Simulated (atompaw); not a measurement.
## Varying the PAW (atompaw) potential for silver (Ag)

Base potential:

Ag, PAW, made with atompaw 4.2.0.5 (PBE, scalar-relativistic). Core [Kr], reference 4d10 5s1 5p0. Waves: 5s (bound): rc 3.00 bohr; 5s channel at 0.05 Ry: rc 2.70 bohr; 5p (bound, empty): rc 3.00 bohr; 5p channel at 3.05 Ry: rc 3.00 bohr; 4d (bound): rc 3.00 bohr; 4d channel at 0.25 Ry: rc 3.00 bohr. Local part: bessel scheme, radius 2.90 bohr. Core correction: smooth core density matched at 1.95 bohr. Augmentation charge: besselshape compensation charge, radius 3.00 bohr; PAW radius 3.00 bohr; waves and projectors: custom polynom gramschmidtortho.

Cutoffs, loose and tight: the cutoffs (Ry, on a coarse ladder) from which the occupation-weighted sum of valence levels, in a spherical-Bessel basis at the reference potential, stays within 10 and 1 mRy of its value at 400 Ry. They see the waves, projectors and local potential, not the compensation charge or the core. A dash means not determined.

```csv
change,outcome,"cutoff, loose","cutoff, tight",bound ghosts
base,generated,10 Ry,18 Ry,none
"all radii scaled by about 0.78 (s 2.34, p 2.34, d 2.34 bohr); local potential bessel scheme, radius 2.26 bohr; augmentation besselshape compensation charge, radius 2.34 bohr; PAW radius 2.34 bohr; waves and projectors: custom polynom gramschmidtortho; core correction smooth core density matched at 1.52 bohr",failed: atompaw: The overlap operator has at least one negative eigenvalue!,–,–,–
"all radii scaled by about 0.87 (s 2.60, p 2.60, d 2.60 bohr); local potential bessel scheme, radius 2.50 bohr; augmentation besselshape compensation charge, radius 2.60 bohr; PAW radius 2.60 bohr; waves and projectors: custom polynom gramschmidtortho; core correction smooth core density matched at 1.68 bohr",failed: atompaw: The overlap operator has at least one negative eigenvalue!,–,–,–
"all radii scaled by about 1.07 (s 3.22, p 3.22, d 3.22 bohr); local potential bessel scheme, radius 3.12 bohr; augmentation besselshape compensation charge, radius 3.22 bohr; PAW radius 3.22 bohr; waves and projectors: custom polynom gramschmidtortho; core correction smooth core density matched at 2.10 bohr",generated,10 Ry,18 Ry,none
```

**Question.** What comes out with this change to the base: all radii scaled by about 1.17 (s 3.50, p 3.50, d 3.50 bohr); local potential bessel scheme, radius 3.38 bohr; augmentation besselshape compensation charge, radius 3.50 bohr; PAW radius 3.50 bohr; waves and projectors: custom polynom gramschmidtortho; core correction smooth core density matched at 2.28 bohr?

**Answer.** outcome: generated; cutoff, loose: 8 Ry; cutoff, tight: 15 Ry; bound ghosts: none.

**Question.** What comes out with this change to the base: all radii scaled by about 1.25 (s 3.76, p 3.76, d 3.76 bohr); local potential bessel scheme, radius 3.64 bohr; augmentation besselshape compensation charge, radius 3.76 bohr; PAW radius 3.76 bohr; waves and projectors: custom polynom gramschmidtortho; core correction smooth core density matched at 2.44 bohr?

**Answer.** outcome: generated; cutoff, loose: 8 Ry; cutoff, tight: 12 Ry; bound ghosts: none.

Reading the sweep of the scale of all radii (base = 1) (base included, trends over the rows without a ghost): The loose cutoff stays near 8 Ry. The generation fails at 0.78, 0.87.
